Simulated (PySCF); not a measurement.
GeH, SMILES [GeH] (connectivity only; charge and spin as stated), neutral, multiplicity 2. The structure is a stationary point at PBE0-D3(BJ)/def2-TZVPD.

Computed with PySCF with PBE0-D3(BJ)/def2-TZVPD.

Harmonic wavenumbers (cm⁻¹): 1905. Rotational constants (GHz): 198.3 (linear); symmetry number 1.

Question: Work out the zero-point energy and the ideal-gas rigid-rotor harmonic-oscillator thermochemistry at 298.15 K and 1 atm.

Answer: ZPE = ½ Σ hcν = ½ × 1905 cm⁻¹ = 2.72 kcal/mol. H − E(el) = 4.80 kcal/mol. Entropy in cal/(mol K): translation 38.81, rotation 8.83, vibration 0.00, spin 1.38, total 49.02. G − E(el) = -9.82 kcal/mol. Cp = 6.97 cal/(mol K).
